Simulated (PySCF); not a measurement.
How exact exchange moves a shielding

Molecule: `FC[SiH]1CC1`, C3H7FSi.

Atom-mapped SMILES (the numbers label the heavy atoms): `[F:1][CH2:2][SiH:3]1[CH2:4][CH2:5]1`; H(Xn) means a hydrogen on atom n. Ha(C4), Ha(C5) are cis to C2 on the ring; Hb(C4), Hb(C5) are trans to C2 on the ring.

GIAO shieldings (ppm, equivalent atoms averaged) in PySCF 2.14.0 with density-fitted response routines on the PBE0-D3(BJ)/def2-SVP geometry, basis pcSseg-2, gas phase, non-relativistic:

```tsv
functional	exact exchange (%)	σ(F1)	σ(C2)	σ(C4/C5)	σ(Si3)
BLYP	0	459.2	98.0	183.5	432.8
BP86	0	462.9	103.3	187.1	443.4
PBE	0	462.4	103.3	187.6	445.3
B3LYP	20	470.1	105.1	188.5	444.1
mPW1PW91	25	473.9	110.9	192.4	456.6
BHandHLYP	50	482.8	114.0	194.9	460.2
HF	100	498.0	127.4	203.9	488.8
```

(1) Fit each shielding as a line in the percentage of exact exchange.

(2) What does the line predict for PBE0 (25 %), and what does the run give?

Results:

(1) σ(F1) = 462.4 + 0.37 x (rms 1.7 ppm); σ(C2) = 101.7 + 0.26 x (rms 2.1 ppm); σ(C4/C5) = 186.2 + 0.18 x (rms 1.5 ppm); σ(Si3) = 439.8 + 0.48 x (rms 4.7 ppm). The functionals also differ in their semilocal parts, which the line can't hold; Hartree–Fock has no correlation at all.

(2) σ(F1): 471.6 predicted, 474.5 computed; σ(C2): 108.2 predicted, 111.6 computed; σ(C4/C5): 190.7 predicted, 193.2 computed; σ(Si3): 451.8 predicted, 458.6 computed ppm.
